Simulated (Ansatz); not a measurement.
Relaxation of ClF2H3OSiTi (9 atoms, charge 0, multiplicity 1), to a largest force component of 0.02 eV/Å in at most 40 steps.

Computed with RKS B3LYP-D4/def2-SVP in Ansatz.

```xyz
9
Properties=species:S:1:pos:R:3:forces:R:3
Ti 0.000 0.000 0.000 0.67 0.86 0.02
F 0.000 0.000 1.830 0.01 -0.04 -2.69
O 1.811 0.000 -0.639 -3.57 -0.04 1.19
Si 2.717 -1.376 -0.967 0.28 0.00 -0.13
H 1.886 -2.352 -1.666 -0.32 -0.35 -0.27
H 3.858 -1.020 -1.805 0.40 0.24 -0.29
H 3.196 -1.954 0.286 0.16 -0.20 0.53
F -0.862 1.493 -0.609 1.30 -2.22 0.91
Cl -1.116 -1.934 -0.789 1.07 1.75 0.74
```

Q: Where does it end, and by what steps?

A: The run converged. The force dipped under the threshold on the way, but the program's further checks kept it going. After 15 steps the energy has fallen by 0.957 eV; O3 moved furthest, 0.82 Å.

| step | energy less start (eV) | largest force component (eV/Å) | accepted |
| --- | --- | --- | --- |
| 0 | 0.0000 | 3.575 | yes |
| 1 | -0.7951 | 1.228 | yes |
| 2 | -0.8790 | 0.247 | yes |
| 3 | -0.9037 | 0.259 | yes |
| 4 | -0.9262 | 0.159 | yes |
| 5 | -0.9410 | 0.289 | yes |
| 6 | -0.9506 | 0.130 | yes |
| 7 | -0.9539 | 0.083 | yes |
| 8 | -0.9557 | 0.043 | yes |
| 9 | -0.9567 | 0.006 | yes |
| 10 | -0.9566 | 0.064 | no |
| 11 | -0.9570 | 0.042 | yes |
| 12 | -0.9569 | 0.036 | no |
| 13 | -0.9571 | 0.020 | yes |
| 14 | -0.9571 | 0.029 | no |
| 15 | -0.9571 | 0.009 | yes |

```xyz
9
Properties=species:S:1:pos:R:3
Ti -0.132 -0.063 0.043
F -0.074 0.266 1.751
O 1.414 -0.699 -0.479
Si 2.818 -1.468 -1.009
H 2.439 -2.497 -2.014
H 3.710 -0.448 -1.620
H 3.480 -2.103 0.161
F -0.467 1.416 -0.813
Cl -1.699 -1.547 -0.379
```

Whether the end is a true minimum wasn't checked by a vibrational analysis.

The run took 52 s on 4 threads of Arm Neoverse V1, on a shared host, peak memory 0.35 GiB.
